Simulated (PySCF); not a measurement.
**Identify the compound**

An unknown has the formula C5H6Cl2O. Its calculated NMR data are:

¹H NMR (600 MHz, computed): δ 6.56 (d, 1H), 6.46 (m, 1H), 6.03 (d, 1H), 5.78 (m, 1H), 5.03 (m, 1H), 4.63 (m, 1H).

¹³C{¹H} NMR (computed): δ 157.1 (CH), 152.8 (CH), 118.7 (CH), 100.3 (CH2), 84.7 (CH).

PySCF 2.14.0 with density-fitted response routines calculation with coordinates at the GFN2-xTB level and GIAO PBE0/pcSseg-1 shieldings; gas phase, non-relativistic, one computed conformer, averaged over atoms made equivalent by symmetry, fast rotation or ring inversion.

Referencing at the same level of theory: ¹H (σref 31.72), ¹³C (σref 186.93) against TMS.

Question: Deduce the structure.

Answer: 
1. The formula gives 2 degrees of unsaturation (no ring in the answer).
2. 5 carbon signals for 5 carbons: no two carbons are equivalent.
3. Carbon types of the structure: 4 × CH, 1 × CH2, which accounts for all hydrogens.
4. δC 157.1, 152.8: alkene carbon bearing oxygen; an sp2 carbon further deshielded by the attached heteroatom.
5. δC 118.7, 100.3: β carbon of an enol-ether or enamine type C=C.
6. δC 84.7: allylic sp3 CH bonded to 2 Cl; 2 electronegative neighbours deshield it.
7. δH 6.56, 6.46: hydrogen on an alkene carbon bearing oxygen; a vinylic proton, deshielded by the sp2 carbon and the C=C anisotropy.
8. δH 6.03: hydrogen on an allylic sp3 CH bonded to 2 Cl; its carbon carries Cl, an electronegative neighbour.
9. δH 5.78, 5.03, 4.63: hydrogen on a β carbon of an enol-ether or enamine type C=C.

The compound is `C=CO/C=C/C(Cl)Cl`.

This is the structure that produced the data.

Carbons that carry Cl, above all several Cl atoms, come out too deshielded, partly because spin–orbit coupling is missing. Shifts are as computed. Against solution values, carbons near 30 ppm lie about +3 ppm off and those near 130 ppm about +5 ppm; carbons on Cl a further +6 ppm. Of 1211 compounds with measured shifts, 218 miss one by over three times the rms of a fit or turn the order of signals round; such compounds aren't used in these exercises. No couplings were computed; multiplicities are counted from neighbouring protons, with m where these are inequivalent, close in shift, in a saturated or five-membered ring or joined by F or P, and br s for small geminal =CH2 splittings.
